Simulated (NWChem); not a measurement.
System: C₅H₃NS; SMILES N#Cc1ccsc1

All runs: NWChem. Structure relaxed at the PBE0/def2-SVP level. Level: PBE0/def2-SVP with SMD (1 M gas to 1 M solution), gas-phase geometry.

For solvent water:

```
Item                                         Result
-------------------------------------------  ------
solvation free energy (kcal/mol)               -2.7
cavity-dispersion-structure term (kcal/mol)     4.8
dipole in solution (D)                         5.29
```

**Question.** What are these values for solvent toluene?

**Answer.** 
| Quantity | Value |
|---|---|
| solvation free energy (kcal/mol) | -5.1 |
| cavity-dispersion-structure term (kcal/mol) | -1.0 |
| dipole in solution (D) | 4.73 |
